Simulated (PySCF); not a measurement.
BCl2, SMILES Cl[B]Cl (connectivity only; charge and spin as stated), charge +1, multiplicity 1.

Geometry optimised at B3LYP-D3(BJ)/def2-TZVP. The multiplicity is an assumed one; other spin states were not compared. The isomer is the one that the SMILES or the coordinates give; other isomers of the formula were not compared.

Two levels are set side by side: TDDFT-PBE/def2-TZVPD (PySCF) and ADC(2)/aug-cc-pVDZ (PySCF). Vertical, same geometry; the bases differ. Differences are taken from unrounded values.

```csv
quantity,ADC(2)
lowest singlet excitation (eV),7.24
```

Problem. What does TDDFT-PBE give, and how far is it from ADC(2)? (An estimate is asked for; the answer gives what the named calculation found.)

Solution. 
```csv
quantity,TDDFT-PBE,TDDFT-PBE minus ADC(2)
lowest singlet excitation (eV),6.33,-0.91
```

Functionals without exact exchange tend to place singlet excitations lower, as here. Differences between two approximate levels are no errors against the true value.
